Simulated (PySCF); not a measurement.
PySCF input (TPSSh/def2-TZVPD):

```python
from pyscf import gto, scf, dft

mol = gto.M(
    atom='''
    Si   -0.11180142    0.56140196   -0.19446900
    Cl    0.46911317   -0.94452903   -1.49550862
    Cl    0.73431611    0.20268860    1.66386462
    C    -1.97669419    0.53176211   -0.02716417
    H    -2.44301847    0.70007815   -0.99823121
    H    -2.30311424    1.30527732    0.66845352
    H    -2.28678008   -0.44426828    0.35327678
    ''',
    basis='def2-tzvpd',
    charge=0,
    spin=1,
    verbose=4,
)

mf = dft.UKS(mol, xc='tpssh').density_fit(auxbasis='def2-universal-jkfit')
mf.grids.level = 3
mf.conv_tol = 1e-9
mf.max_cycle = 100
mf.max_memory = 1500
mf.kernel()
if not mf.converged:
    mf = mf.newton()
    mf.kernel(mf.make_rdm1())
for _ in range(2):
    mo, _, stable, _ = mf.stability(return_status=True)
    if stable:
        break
    mf.kernel(mf.make_rdm1(mo, mf.mo_occ))
mf.analyze()
```

Output:

```
PySCF version 2.14.0

[INPUT] verbose = 4
[INPUT] num. atoms = 7
[INPUT] num. electrons = 57
[INPUT] charge = 0
[INPUT] spin (= nelec alpha-beta = 2S) = 1
[INPUT] symmetry False subgroup None
[INPUT] Mole.unit = angstrom
[INPUT] Symbol           X                Y                Z      unit          X                Y                Z       unit  Magmom
[INPUT]  1 Si    -0.111801420000   0.561401960000  -0.194469000000 AA   -0.211274064137   1.060895950194  -0.367493149718 Bohr   0.0
[INPUT]  2 Cl     0.469113170000  -0.944529030000  -1.495508620000 AA    0.886495412727  -1.784901183401  -2.826101708726 Bohr   0.0
[INPUT]  3 Cl     0.734316110000   0.202688600000   1.663864620000 AA    1.387656336756   0.383025942572   3.144248440154 Bohr   0.0
[INPUT]  4 C     -1.976694190000   0.531762110000  -0.027164170000 AA   -3.735410651119   1.004884751321  -0.051332841701 Bohr   0.0
[INPUT]  5 H     -2.443018470000   0.700078150000  -0.998231210000 AA   -4.616635825554   1.322955969292  -1.886383595893 Bohr   0.0
[INPUT]  6 H     -2.303114240000   1.305277320000   0.668453520000 AA   -4.352255147186   2.466616651406   1.263194079801 Bohr   0.0
[INPUT]  7 H     -2.286780080000  -0.444268280000   0.353276780000 AA   -4.321388058311  -0.839545375032   0.667596360368 Bohr   0.0

nuclear repulsion = 257.831756730607
number of shells = 75
number of NR pGTOs = 298
number of NR cGTOs = 199
basis = def2-tzvpd
ecp = {}

******** <class 'pyscf.df.df_jk.DFUKS'> ********
method = DFUKS
initial guess = minao
damping factor = 0
level_shift factor = 0
DIIS = <class 'pyscf.scf.diis.CDIIS'>
diis_start_cycle = 1
diis_space = 8
diis_damp = 0
SCF conv_tol = 1e-09
SCF conv_tol_grad = None
SCF max_cycles = 100
direct_scf = False
number electrons alpha = 29  beta = 28
XC library pyscf.dft.libxc version 7.1.2
    S. Lehtola, C. Steigemann, M. J. T. Oliveira, and M. A. L. Marques,  SoftwareX 7, 1–5 (2018)
XC functionals = tpssh
    V. N. Staroverov, G. E. Scuseria, J. Tao, and J. P. Perdew,  J. Chem. Phys. 119, 12129 (2003)
radial grids:
    Treutler-Ahlrichs [JCP 102, 346 (1995); DOI:10.1063/1.469408] (M4) radial grids

becke partition: Becke, JCP 88, 2547 (1988); DOI:10.1063/1.454033
pruning grids: <function nwchem_prune>
grids dens level: 3
symmetrized grids: False
atomic radii adjust function: <function treutler_atomic_radii_adjust>
small_rho_cutoff = 0
Set gradient conv threshold to 3.16228e-05
tot grids = 100488
******** <class 'pyscf.df.df.DF'> ********
auxbasis = def2-universal-jkfit
init E= -1250.14560406014
  alpha nocc = 29  HOMO = -0.183183851541081  LUMO = -0.0324822744063331
  beta  nocc = 28  HOMO = -0.358298587257079  LUMO = -0.183183851541077

[...]
  beta  nocc = 28  HOMO = -0.311823735131884  LUMO = -0.123670977659824
  HOMO = -0.219904222113  LUMO = -0.12367097766  gap/eV = 2.61864
Extra cycle  E= -1249.98067742932  delta_E= -3.64e-11  |g|= 1.19e-05  |ddm|= 2.41e-05
converged SCF energy = -1249.98067742932  <S^2> = 0.75231926  2S+1 = 2.0023179
uhf_internal: lowest eigs of H = [0.32328279 0.3294388  0.34162024]
<class 'pyscf.df.df_jk.DFUKS'> wavefunction is stable in the internal stability analysis
**** SCF Summaries ****
Total Energy =                       -1249.980677429322895
Nuclear Repulsion Energy =             257.831756730607026
One-electron Energy =                -2239.059760112790173
Two-electron Energy =                  731.247325952860251
Two-electron Coulomb Energy =          815.343754191721018
DFT Exchange-Correlation Energy =      -84.096428238860753
HOMO-LUMO gap [eV] =                     2.618639962766926
**** MO energy ****
                             alpha | beta                alpha | beta
MO #1   energy= -101.379413183992  | -101.378668529118  occ= 1 | 1
MO #2   energy= -101.379409088454  | -101.378664410425  occ= 1 | 1
MO #3   energy= -66.056326023353   | -66.053028117236   occ= 1 | 1
MO #4   energy= -10.1268994257761  | -10.125001702302   occ= 1 | 1
MO #5   energy= -9.38201965282904  | -9.38139117742889  occ= 1 | 1
MO #6   energy= -9.38201625774629  | -9.38138777133377  occ= 1 | 1
MO #7   energy= -7.12753390614663  | -7.12623735091472  occ= 1 | 1
MO #8   energy= -7.12753086038886  | -7.12623406583579  occ= 1 | 1
MO #9   energy= -7.12242082781766  | -7.12142795118601  occ= 1 | 1
MO #10  energy= -7.12241541407526  | -7.12142169278983  occ= 1 | 1
MO #11  energy= -7.12174137097945  | -7.12117410841605  occ= 1 | 1
MO #12  energy= -7.12173652621852  | -7.12117041171196  occ= 1 | 1
MO #13  energy= -5.28030144882708  | -5.27651047301893  occ= 1 | 1
MO #14  energy= -3.62969980537664  | -3.62594042930717  occ= 1 | 1
MO #15  energy= -3.62845752232235  | -3.62397702210158  occ= 1 | 1
MO #16  energy= -3.62522671605096  | -3.61983659741135  occ= 1 | 1
MO #17  energy= -0.824716317342255 | -0.820291490396614 occ= 1 | 1
MO #18  energy= -0.802469660168684 | -0.798523198738836 occ= 1 | 1
MO #19  energy= -0.708875230439983 | -0.704227705272796 occ= 1 | 1
MO #20  energy= -0.498771946544295 | -0.484165926709213 occ= 1 | 1
MO #21  energy= -0.427091065585731 | -0.425018512096073 occ= 1 | 1
MO #22  energy= -0.422657860701843 | -0.417631734158808 occ= 1 | 1
MO #23  energy= -0.388135183874605 | -0.383726750111938 occ= 1 | 1
MO #24  energy= -0.376403361799354 | -0.370114726444856 occ= 1 | 1
MO #25  energy= -0.351208812850475 | -0.341442429494636 occ= 1 | 1
MO #26  energy= -0.325012549703374 | -0.320089706918465 occ= 1 | 1
MO #27  energy= -0.321041408086337 | -0.316014095689321 occ= 1 | 1
MO #28  energy= -0.313166147754555 | -0.311823735131884 occ= 1 | 1
MO #29  energy= -0.219904222112799 | -0.123670977659824 occ= 1 | 0
MO #30  energy= -0.0126291117878043 | -0.00231896486160804 occ= 0 | 0
MO #31  energy= -0.00527498079536674 | 0.00384823307891789 occ= 0 | 0
MO #32  energy= -0.00264137000538835 | 0.0109309170296177 occ= 0 | 0
MO #33  energy= 0.0225456353855551 | 0.0281917431173574 occ= 0 | 0
MO #34  energy= 0.0328917761119018 | 0.0378369786876303 occ= 0 | 0
MO #35  energy= 0.0368216824508742 | 0.0408287479778812 occ= 0 | 0
MO #36  energy= 0.047234570752457  | 0.0542142932891863 occ= 0 | 0
MO #37  energy= 0.0500668857938313 | 0.0549472222922077 occ= 0 | 0
MO #38  energy= 0.0581518701937436 | 0.0626620638095141 occ= 0 | 0
MO #39  energy= 0.065559758583828  | 0.0682260270880184 occ= 0 | 0
MO #40  energy= 0.0663217478479408 | 0.0706751046706638 occ= 0 | 0
MO #41  energy= 0.0846306611446136 | 0.0873251554486431 occ= 0 | 0
MO #42  energy= 0.094177344993821  | 0.09589344353787   occ= 0 | 0
MO #43  energy= 0.0981708613440418 | 0.102607245584959  occ= 0 | 0
MO #44  energy= 0.114786279675646  | 0.121082986253637  occ= 0 | 0
MO #45  energy= 0.121155999608295  | 0.124653076023248  occ= 0 | 0
MO #46  energy= 0.128440973197252  | 0.13121707586261   occ= 0 | 0
MO #47  energy= 0.137161899535229  | 0.139646899306317  occ= 0 | 0
MO #48  energy= 0.149132139375727  | 0.158003189214944  occ= 0 | 0
MO #49  energy= 0.160464937627641  | 0.168673570306688  occ= 0 | 0
MO #50  energy= 0.163159778542851  | 0.171423453414591  occ= 0 | 0
MO #51  energy= 0.180627700113836  | 0.189763186137735  occ= 0 | 0
MO #52  energy= 0.197613884649465  | 0.202511699941439  occ= 0 | 0
MO #53  energy= 0.19806170917664   | 0.205700142538559  occ= 0 | 0
MO #54  energy= 0.209830295316566  | 0.215793376482572  occ= 0 | 0
MO #55  energy= 0.212085812915128  | 0.217858412191784  occ= 0 | 0
MO #56  energy= 0.220841752358931  | 0.222570584368897  occ= 0 | 0
MO #57  energy= 0.224331239080706  | 0.229812321950774  occ= 0 | 0
MO #58  energy= 0.231800240903426  | 0.237726217005446  occ= 0 | 0
MO #59  energy= 0.233676494202095  | 0.238306144941588  occ= 0 | 0
MO #60  energy= 0.243312668393063  | 0.245257454204342  occ= 0 | 0
MO #61  energy= 0.251220569089466  | 0.254704536959638  occ= 0 | 0
MO #62  energy= 0.262148666132885  | 0.265048709293039  occ= 0 | 0
MO #63  energy= 0.264827476971033  | 0.267598429498945  occ= 0 | 0
MO #64  energy= 0.272806239719973  | 0.276419795848149  occ= 0 | 0
MO #65  energy= 0.283540408443371  | 0.288254441477022  occ= 0 | 0
MO #66  energy= 0.289372480354235  | 0.291698257260014  occ= 0 | 0
MO #67  energy= 0.316523106010742  | 0.318415142972052  occ= 0 | 0
MO #68  energy= 0.321968343478238  | 0.326078572006817  occ= 0 | 0
MO #69  energy= 0.325167754491911  | 0.330903127715936  occ= 0 | 0
MO #70  energy= 0.34462781833994   | 0.348730296682006  occ= 0 | 0
MO #71  energy= 0.346736357894676  | 0.349757482472682  occ= 0 | 0
MO #72  energy= 0.360618542350862  | 0.364262848143426  occ= 0 | 0
MO #73  energy= 0.372933468264691  | 0.379238578240097  occ= 0 | 0
MO #74  energy= 0.378327357669936  | 0.388614907821059  occ= 0 | 0
MO #75  energy= 0.382905177727235  | 0.392102310287624  occ= 0 | 0
MO #76  energy= 0.40737194676815   | 0.418314885808806  occ= 0 | 0
MO #77  energy= 0.414308010193502  | 0.428742792986428  occ= 0 | 0
MO #78  energy= 0.426494495221557  | 0.430679644178492  occ= 0 | 0
MO #79  energy= 0.443150442648911  | 0.447744167097113  occ= 0 | 0
MO #80  energy= 0.474126580961007  | 0.478666817178425  occ= 0 | 0
MO #81  energy= 0.482336844402795  | 0.488011795886494  occ= 0 | 0
MO #82  energy= 0.484192104876999  | 0.494113726798388  occ= 0 | 0
MO #83  energy= 0.525277401814403  | 0.533798727433273  occ= 0 | 0
MO #84  energy= 0.547256708433782  | 0.553270710088305  occ= 0 | 0
MO #85  energy= 0.553643022127676  | 0.555853693527383  occ= 0 | 0
MO #86  energy= 0.557647930719082  | 0.564568420020053  occ= 0 | 0
MO #87  energy= 0.575537905414769  | 0.580345551637228  occ= 0 | 0
MO #88  energy= 0.581509563818979  | 0.590479069794954  occ= 0 | 0
MO #89  energy= 0.604305597171798  | 0.607598060492721  occ= 0 | 0
MO #90  energy= 0.611940898327023  | 0.61661188125932   occ= 0 | 0
MO #91  energy= 0.612747478834096  | 0.616639676959628  occ= 0 | 0
MO #92  energy= 0.622410331054828  | 0.624880517934377  occ= 0 | 0
MO #93  energy= 0.630938718140429  | 0.633498813438254  occ= 0 | 0
MO #94  energy= 0.649250861189858  | 0.655014858847645  occ= 0 | 0
MO #95  energy= 0.653335084734914  | 0.656298038356929  occ= 0 | 0
MO #96  energy= 0.661255185876115  | 0.665351741379774  occ= 0 | 0
MO #97  energy= 0.683384928389854  | 0.690064853703905  occ= 0 | 0
MO #98  energy= 0.688719335946238  | 0.693812226449334  occ= 0 | 0
MO #99  energy= 0.69438028320056   | 0.699114693041532  occ= 0 | 0
MO #100 energy= 0.703642767700532  | 0.706471530212861  occ= 0 | 0
MO #101 energy= 0.704015664262636  | 0.707705714008727  occ= 0 | 0
MO #102 energy= 0.714554260995081  | 0.722986576468814  occ= 0 | 0
MO #103 energy= 0.750340205059288  | 0.754563412267059  occ= 0 | 0
MO #104 energy= 0.750683104800681  | 0.756002495103171  occ= 0 | 0
[...]
```

It need not be the lowest isomer of its formula.
